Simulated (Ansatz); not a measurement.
Consider the isomerisation: `[GeH3][CH]1N[SiH2]1` → `C1[NH][GeH2][SiH2]1`.

Isolated molecules relaxed with PBE0-D4/def2-TZVP in Ansatz; ΔE leaves out vibrations. CCSD(T)/CBS is the MP2 limit (def2-TZVPP, def2-QZVPP) plus CCSD(T) − MP2 in def2-TZVPP, frozen cores. For Ge outer-core shells are correlated without core-valence functions, which leaves a few kJ/mol of doubt a bond. Scalar relativity is left out up to krypton.

```tsv
species	MP2/def2-TZVPP energy (Eh)
`[GeH3][CH]1N[SiH2]1`	-2461.45302
`C1[NH][GeH2][SiH2]1`	-2461.47487
```

Q: Work out ΔE.

A: ΔE = (-2461.47487) − (-2461.45302) = -0.02185 Eh = -57.4 kJ/mol. CCSD(T)/CBS gives -61.9 kJ/mol.

Q: What do rigid-rotor, harmonic-oscillator terms from PBE0-D4/def2-TZVP frequencies (298.15 K, 1 bar) make of the CCSD(T)/CBS value? (Best estimate.)

A: Ansatz gave: ΔZPE = +9.9 kJ/mol, ΔH = -53.0 kJ/mol, ΔS = -9 J/(mol·K), ΔG = -50.2 kJ/mol.

Largest T1 diagnostic among the species: 0.012.

From r2SCAN to r2SCAN0 (25 % exact exchange), in def2-TZVPP and without D4, ΔE moves by −4.4 kJ/mol. Leaving LDA and LC-ωPBE aside and taking each functional with its dispersion term where it has one, the values, not all of them listed here, spread over 14.8 kJ/mol, from PBE0-D4 to B97M-V. LDA lies −4.5 kJ/mol from PBE without D4. At CCSD(T), def2-SVP lies −6.4 kJ/mol from the extrapolated value and def2-TZVPP +1.0 kJ/mol.
